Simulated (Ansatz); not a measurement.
Ansatz (an electronic-structure program) input (CCSD(T)/def2-SVPD):

Ansatz 0.2 input:
```yaml
crystal:
  periodic: [false, false, false]
  atoms:
    - {symbol: C, position_ang: [2.06411069, 0.48212494, 1.66984862]}
    - {symbol: O, position_ang: [1.03714572, -0.43657099, 1.28729807]}
    - {symbol: Ge, position_ang: [-0.00327679, -0.04972205, -0.07844725]}
    - {symbol: Cl, position_ang: [1.14439771, 0.39242083, -1.82768741]}
    - {symbol: Cl, position_ang: [-1.23553860, -1.77539580, -0.35425360]}
    - {symbol: O, position_ang: [-0.97441266, 1.38848467, 0.21455088]}
    - {symbol: C, position_ang: [-1.94139259, 1.38000353, 1.26806028]}
    - {symbol: H, position_ang: [1.65385612, 1.46565630, 1.91370174]}
    - {symbol: H, position_ang: [2.54287394, 0.06728830, 2.55590491]}
    - {symbol: H, position_ang: [2.81131233, 0.59274080, 0.88043448]}
    - {symbol: H, position_ang: [-2.38187470, 2.37571956, 1.29846639]}
    - {symbol: H, position_ang: [-2.72955231, 0.64788840, 1.07692541]}
    - {symbol: H, position_ang: [-1.48053617, 1.16430636, 2.23563104]}
basis:
  gaussian:
    orbitals: def2-SVPD
magnetization: {spin_polarized: false}
correlation: {method: ccsd_t, electrons: outside_noble_gas}
output: {forces: true}
```

Output:

```
Functional definition: HF
integrals: 1.39 GiB planned
2178 factors; integrals over basis functions are off by at most 8.2e-4 eV
1.53 GiB of device memory are held for the factors and their scratch space
mean field: 2.07 GiB planned
mean field evaluation 1: about -87690.7606 eV, gradient 4.4e1 eV
mean field evaluation 2: about -87691.0166 eV, gradient 4.5e1 eV
mean field evaluation 4: about -87695.1871 eV, gradient 4.4e0 eV
mean field evaluation 8: about -87695.2526 eV, gradient 2.3e-1 eV
mean field evaluation 16: about -87690.7602 eV, gradient 4.4e1 eV
mean field -87695.25291600 eV, -3222.7411026857 hartree, gradient 3.0e-6 eV, S^2 0.000000; 0 other end points of the search recorded, 0 dependent functions left out
28 core orbitals not correlated
reference -87695.25291600 eV, -3222.7411026857 hartree; 22, 22 occupied and 176, 176 virtual orbitals, 2178 factors
densities: 8.00 GiB planned
second order -29.23680694 eV of doubles, -0.00000000 eV of singles
coupled cluster: 5.72 GiB planned
cycle   1  -29.95573405 eV  change   -7.2e-1 eV  update   1.3e-1
cycle   2  -30.66223426 eV  change   -7.1e-1 eV  update   3.8e-2
cycle   3  -30.85108090 eV  change   -1.9e-1 eV  update   2.0e-2
cycle   4  -30.84537565 eV  change    5.7e-3 eV  update   4.3e-3
cycle   5  -30.84261692 eV  change    2.8e-3 eV  update   2.0e-3
cycle   6  -30.84334733 eV  change   -7.3e-4 eV  update   6.2e-4
cycle   7  -30.84314416 eV  change    2.0e-4 eV  update   2.4e-4
cycle   8  -30.84305808 eV  change    8.6e-5 eV  update   7.1e-5
cycle   9  -30.84307620 eV  change   -1.8e-5 eV  update   2.7e-5
cycle  10  -30.84307182 eV  change    4.4e-6 eV  update   9.6e-6
perturbative correction -0.97444211 eV, -0.0358100869 hartree
the calculation of the forces begins
1.53 GiB of device memory are held for the factors and their scratch space
Total energy: -87727.07042993 eV, -3223.9103747559 hartree
Atom 0 at     2.064111     0.482125     1.669849 Å, force    -0.123559    -0.180865     0.025465 eV/Å
Atom 1 at     1.037146    -0.436571     1.287298 Å, force    -0.068299    -0.092374     0.008460 eV/Å
Atom 2 at    -0.003277    -0.049722    -0.078447 Å, force     0.001085     0.016486     0.026020 eV/Å
Atom 3 at     1.144398     0.392421    -1.827687 Å, force     0.119158     0.058304    -0.180024 eV/Å
Atom 4 at    -1.235539    -1.775396    -0.354254 Å, force    -0.127378    -0.183031    -0.016762 eV/Å
Atom 5 at    -0.974413     1.388485     0.214551 Å, force     0.065144     0.044556    -0.083902 eV/Å
Atom 6 at    -1.941393     1.380004     1.268060 Å, force     0.117952     0.095663    -0.159901 eV/Å
Atom 7 at     1.653856     1.465656     1.913702 Å, force    -0.161151     0.347630     0.078418 eV/Å
Atom 8 at     2.542874     0.067288     2.555905 Å, force     0.184539    -0.113904     0.300535 eV/Å
Atom 9 at     2.811312     0.592741     0.880434 Å, force     0.253539     0.033046    -0.292496 eV/Å
Atom 10 at    -2.381875     2.375720     1.298466 Å, force    -0.170489     0.327108     0.035841 eV/Å
Atom 11 at    -2.729552     0.647888     1.076925 Å, force    -0.269074    -0.268750    -0.079378 eV/Å
Atom 12 at    -1.480536     1.164306     2.235631 Å, force     0.178535    -0.083869     0.337724 eV/Å
Dipole moment:     0.016918     0.256709     0.405014 e Å
```
